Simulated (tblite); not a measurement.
Species: C6H9ClF2Ge.
Atom-mapped SMILES: `[CH2:1]=[C:2]1[CH2:3][CH2:4][C@@H:5]([CH:6]([F:7])[F:8])[Ge@H:9]1[Cl:10]` (hydrogens: H11, H12 on C1; H13, H14 on C3; H15, H16 on C4; H17 on C5; H18 on C6; H19 on Ge9)

Computed with GFN2-xTB (tblite), gas phase: L-BFGS steps from a force-field or distance-geometry start until the largest atomic force falls under 0.01 eV/Å.

Step 11: E = -908.8634 eV
```
atom  x, y, z in Å  |  force x, y, z in eV/Å
C1      2.9411   -0.0999    0.3465   -0.084   0.002  -0.032
C2      1.6463    0.0015    0.0842   -0.022   0.014   0.094
C3      1.0152   -0.0008   -1.2839    0.033   0.025   0.026
C4     -0.5094   -0.2272   -1.2202    0.074  -0.021  -0.009
C5     -1.1386    0.4840   -0.0245    0.107   0.036   0.075
C6     -2.4635   -0.1006    0.3726    0.052   0.037  -0.019
F7     -2.9110    0.5495    1.4833   -0.047  -0.078   0.022
F8     -3.4182    0.0703   -0.5779    0.000   0.054   0.015
Ge9     0.2283    0.2721    1.4396   -0.009  -0.005  -0.030
Cl10   -0.0705   -1.4775    2.5853   -0.043   0.025  -0.002
H11     3.6987   -0.2169   -0.4141   -0.058  -0.037  -0.067
H12     3.2969   -0.0670    1.3646    0.004  -0.003  -0.040
H13     1.4679   -0.7750   -1.9060    0.011   0.064  -0.034
H14     1.2183    0.9666   -1.7535   -0.025  -0.012   0.014
H15    -0.9712    0.1196   -2.1458    0.012  -0.065  -0.051
H16    -0.7129   -1.2983   -1.1291    0.062  -0.007   0.026
H17    -1.2899    1.5467   -0.2328   -0.001  -0.043  -0.049
H18    -2.4167   -1.1765    0.5985   -0.036   0.022   0.040
H19     0.3796    1.4386    2.4057   -0.029  -0.008   0.022
```

Step 12: E = -908.8660 eV
```
atom  x, y, z in Å  |  force x, y, z in eV/Å
C1      2.9414   -0.1006    0.3460   -0.070   0.000  -0.040
C2      1.6464    0.0028    0.0832   -0.006  -0.004   0.126
C3      1.0154   -0.0004   -1.2857    0.059   0.044   0.062
C4     -0.5087   -0.2281   -1.2206    0.095  -0.038  -0.002
C5     -1.1370    0.4842   -0.0246    0.065   0.049   0.058
C6     -2.4617   -0.0989    0.3738    0.004   0.017  -0.021
F7     -2.9146    0.5453    1.4853   -0.008  -0.040   0.030
F8     -3.4162    0.0734   -0.5757   -0.024   0.069  -0.030
Ge9     0.2270    0.2724    1.4396    0.031   0.027  -0.021
Cl10   -0.0740   -1.4740    2.5870   -0.045   0.007   0.000
H11     3.6958   -0.2195   -0.4189   -0.068  -0.032  -0.034
H12     3.3022   -0.0677    1.3641   -0.028  -0.003  -0.095
H13     1.4704   -0.7738   -1.9089   -0.005   0.093  -0.021
H14     1.2168    0.9702   -1.7504   -0.026  -0.035   0.000
H15    -0.9682    0.1154   -2.1486   -0.007  -0.067  -0.031
H16    -0.7088   -1.2995   -1.1253    0.051  -0.009   0.015
H17    -1.2920    1.5449   -0.2373    0.014  -0.020  -0.038
H18    -2.4203   -1.1736    0.5980   -0.001  -0.039   0.044
H19     0.3766    1.4367    2.4117   -0.030  -0.018  -0.002
```

Problem. Estimate the geometry and energy of step 13. (The exact step hangs on the optimiser's Hessian estimate; all steps are aligned on step 12, rigid shifts and turns removed.)

Solution. E = -908.8688 eV, largest force 0.129 eV/Å
```
atom  x, y, z in Å  |  force x, y, z in eV/Å
C1      2.9414   -0.1015    0.3445   -0.031  -0.006  -0.037
C2      1.6463    0.0040    0.0841    0.001  -0.017   0.106
C3      1.0167    0.0006   -1.2862    0.057   0.049   0.081
C4     -0.5065   -0.2296   -1.2208    0.079  -0.040   0.015
C5     -1.1343    0.4849   -0.0240   -0.006   0.034   0.010
C6     -2.4599   -0.0969    0.3745   -0.044  -0.013  -0.014
F7     -2.9185    0.5401    1.4877    0.036   0.002   0.030
F8     -3.4148    0.0780   -0.5737   -0.025   0.078  -0.060
Ge9     0.2262    0.2736    1.4395    0.055   0.052   0.013
Cl10   -0.0789   -1.4695    2.5891   -0.045  -0.009  -0.002
H11     3.6920   -0.2230   -0.4248   -0.077  -0.027  -0.011
H12     3.3080   -0.0687    1.3615   -0.047  -0.004  -0.120
H13     1.4728   -0.7703   -1.9124   -0.006   0.108  -0.001
H14     1.2145    0.9737   -1.7469   -0.017  -0.035  -0.009
H15    -0.9650    0.1093   -2.1521   -0.011  -0.069   0.009
H16    -0.7035   -1.3010   -1.1207    0.044  -0.014   0.007
H17    -1.2946    1.5428   -0.2433    0.034   0.011  -0.024
H18    -2.4244   -1.1710    0.5979    0.033  -0.078   0.032
H19     0.3726    1.4337    2.4187   -0.029  -0.022  -0.025
```

The energy changes by -0.0028 eV. The first-order estimate −F·Δx gives -0.0037 eV and the mean of the old and new forces, exact on a quadratic surface, -0.0027 eV. The step makes an angle of 62° with the force vector and moves no atom by more than 0.009 Å.

What follows is the cost of the whole relaxation. The run took 3.2 s wall on Intel Xeon at 2.50 GHz, one thread, no GPU, on a shared host.
